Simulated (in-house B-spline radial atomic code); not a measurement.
Ionising Br⁵⁺ with different functionals

Computed with a radial B-spline atomic code at the basis-set limit: scalar-relativistic (spin-free X2C) Hamiltonian, Fermi nucleus of rms radius 4.1629 fm, spin-polarised at highest spin, spherical fractional occupations for the functionals, and exact exchange of hybrids averaged over the configuration. The ionisation energy is the difference of two self-consistent energies, [Ar] 3d10 4s2 → [Ar] 3d10 4s1, without Breit or QED terms; ε is the level of the shell that loses the electron (its least bound occupied spin orbital). There is no spin-orbit coupling in this Hamiltonian.

```json
{"method": "PBE0", "rung": "global hybrid", "ΔSCF (eV)": "?", "-ε(4s) (eV)": "?"}
{"method": "B3LYP", "rung": "global hybrid", "ΔSCF (eV)": "88.08", "-ε(4s) (eV)": "82.45"}
{"method": "TPSSh", "rung": "global hybrid", "ΔSCF (eV)": "87.37", "-ε(4s) (eV)": "81.44"}
{"method": "BHandHLYP", "rung": "global hybrid", "ΔSCF (eV)": "87.43", "-ε(4s) (eV)": "83.90"}
{"method": "r2SCAN0", "rung": "global hybrid", "ΔSCF (eV)": "?", "-ε(4s) (eV)": "?"}
{"method": "B97-1", "rung": "global hybrid", "ΔSCF (eV)": "87.88", "-ε(4s) (eV)": "82.08"}
{"method": "HSE06", "rung": "range-separated hybrid", "ΔSCF (eV)": "87.61", "-ε(4s) (eV)": "82.15"}
{"method": "wB97X", "rung": "range-separated hybrid", "ΔSCF (eV)": "87.44", "-ε(4s) (eV)": "85.34"}
{"method": "CAM-B3LYP", "rung": "range-separated hybrid", "ΔSCF (eV)": "88.07", "-ε(4s) (eV)": "84.30"}
{"method": "LC-wPBE", "rung": "range-separated hybrid", "ΔSCF (eV)": "87.76", "-ε(4s) (eV)": "85.77"}
```

Task: What does PBE0 give?

Result: ΔSCF 87.53 eV, and -ε(4s) = 82.39 eV.

Task: What does r2SCAN0 give?

Result: ΔSCF 87.10 eV, and -ε(4s) = 82.64 eV.

Task: Among the functionals, which spreads more, the ΔSCF values or the orbital energies?

Result: The orbital energies: ΔSCF values span about 0.98 eV and the orbital energies 4.33 eV; here energy differences depend much less on the functional than eigenvalues do.

Task: How do they compare with the NIST value?

Result: NIST lists 87.39 eV ± 0.025 (measured, ground level to ground level). Errors run from -0.29 to +0.69 eV; TPSSh is closest (-0.02 eV), though others lie within the uncertainty of it, and part of that can be cancellation, since the calculations leave out Breit-QED terms.
